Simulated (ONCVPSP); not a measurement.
## niobium (Nb): what ONCVPSP 4.0.1 does with a changed input

Command:

```bash
oncvpsp.x < Nb.dat > Nb.out
```

Input:

```
# ATOM AND REFERENCE CONFIGURATION
# atsym  z   nc   nv     iexc    psfile
  Nb 41.00    6    5  -116133      upf
#
#   n    l    f
    1    0    2.00
    2    0    2.00
    2    1    6.00
    3    0    2.00
    3    1    6.00
    3    2   10.00
    4    0    2.00
    4    1    6.00
    4    2    4.00
    5    0    0.50
    5    1    0.50
#
# PSEUDOPOTENTIAL AND OPTIMIZATION
# lmax
    3
#
#   l,   rc,      ep,       ncon, nbas, qcut
    0    2.25    0.00    5    8    6.20
    1    2.40    0.00    4    7    7.30
    2    2.40    0.00    4    9    5.40
    3    2.40    0.43    5    8    5.10
#
# LOCAL POTENTIAL
# lloc, lpopt,  rc(5),   dvloc0
    4    1    1.95    6.00
#
# VANDERBILT-KLEINMAN-BYLANDER PROJECTORs
# l, nproj, debl
    0    2    0.40
    1    2    2.20
    2    2    3.60
    3    2    2.00
#
# MODEL CORE CHARGE
# icmod, fcfact, rcfact
    1    0.25    0.00
#
# LOG DERIVATIVE ANALYSIS
# epsh1, epsh2, depsh
   -4.00    5.00    0.02
#
# OUTPUT GRID
# rlmax, drl
    6.00    0.00
#
# TEST CONFIGURATIONS
# ncnf
    4
# nvcnf
#   n    l    f
    5
    4    0    2.00
    4    1    6.00
    4    2    4.00
    5    0    1.00
    5    1    0.00
#
    5
    4    0    2.00
    4    1    6.00
    4    2    4.00
    5    0    0.00
    5    1    0.00
#
    5
    4    0    2.00
    4    1    6.00
    4    2    3.00
    5    0    0.00
    5    1    0.00
#
    5
    4    0    2.00
    4    1    6.00
    4    2    4.00
    5    0    0.00
    5    1    1.00
#
```

This is an input that runs to its end, with one change: drl set to zero.

Q: How does the run end?

A: The program refuses the input: "test_data: must have drl > 0.0".

```
ONCVPSP  (Optimized Norm-Conservinng Vanderbilt PSeudopotential)
scalar-relativistic version 4.0.1

test_data: must have drl > 0.0
ERROR: test_data found   1 ERROR; stopping
```
